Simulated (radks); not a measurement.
Au69+, configuration [Ne].

All-electron calculation, non-relativistic Kohn-Sham, TPSS, spin-polarised, spherical densities, point nucleus; meta-GGA in the generalised Kohn-Sham scheme; relativity is left out, which matters for an element this heavy. Program: a radial shooting solver on a logarithmic mesh with Libxc functionals.

Energy parts (hartree):
total: -11804.7962
kinetic: 11804.3476
electron-nucleus: -24270.6176
Hartree: 794.5174
exchange-correlation: -133.0437

Orbitals (lengths in bohr, moments of r in powers of bohr; <r^-3> diverges for s and p1/2; r(90%) holds 90 % of the orbital's charge):
orbital  occ.  eigenvalue (hartree)  <1/r>  <r^-3>  r(90%)      <r^2>
1s          2             -2915.951  78.51       -  0.0340  0.0004896
2s          2             -663.2517  18.80       -   0.121   0.007353
2p          6             -649.0653  18.77   18010   0.108   0.005406

The highest occupied level is 2p at -17662.0 eV. The electron density at the nucleus is 3.455e+05 e/bohr^3. For comparison, the ionisation energy in NIST's Atomic Spectra Database is 18040 eV (theoretical). In exact Kohn-Sham theory the highest level is minus the ionisation energy, but local and semilocal functionals leave it too shallow, through self-interaction and a potential that decays too fast; potentials with the right tail come closer.
